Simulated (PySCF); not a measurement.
CH4BClS.

```xyz
8

B     -0.5856     0.3990     0.0000
Cl    -0.0216     2.0678     0.0000
H     -1.7663     0.1770     0.0000
S      0.6100    -0.9182     0.0000
C     -0.4565    -2.4123     0.0000
H     -1.0853    -2.4388     0.8993
H      0.2123    -3.2829     0.0000
H     -1.0853    -2.4388    -0.8993
```

The structure is a stationary point at B3LYP-D3(BJ)/def2-SVP. One conformer was computed; it need not be the lowest.

Level of theory: B3LYP/pcSseg-1 (PySCF). Non-relativistic, no solvent.

### Question
Give the absolute GIAO shielding of each atom: isotropic value and principal components (ppm). (An estimate is asked for; the answer gives what the named calculation found.)

### Answer

```json
[
 {"atom": "B1", "σ(iso)": "30.0", "σ11": "-32.8", "σ22": "31.3", "σ33": "91.4", "span": "124.2"},
 {"atom": "Cl2", "σ(iso)": "713.0", "σ11": "418.8", "σ22": "701.5", "σ33": "1018.7", "span": "599.9"},
 {"atom": "H3", "σ(iso)": "24.6", "σ11": "23.0", "σ22": "23.2", "σ33": "27.7", "span": "4.7"},
 {"atom": "S4", "σ(iso)": "395.1", "σ11": "119.3", "σ22": "524.8", "σ33": "541.1", "span": "421.7"},
 {"atom": "C5", "σ(iso)": "159.7", "σ11": "142.8", "σ22": "153.0", "σ33": "183.4", "span": "40.6"},
 {"atom": "H6", "σ(iso)": "28.9", "σ11": "24.0", "σ22": "27.2", "σ33": "35.4", "span": "11.4"},
 {"atom": "H7", "σ(iso)": "29.4", "σ11": "24.6", "σ22": "27.1", "σ33": "36.5", "span": "11.8"},
 {"atom": "H8", "σ(iso)": "28.9", "σ11": "24.0", "σ22": "27.2", "σ33": "35.4", "span": "11.4"}
]
```
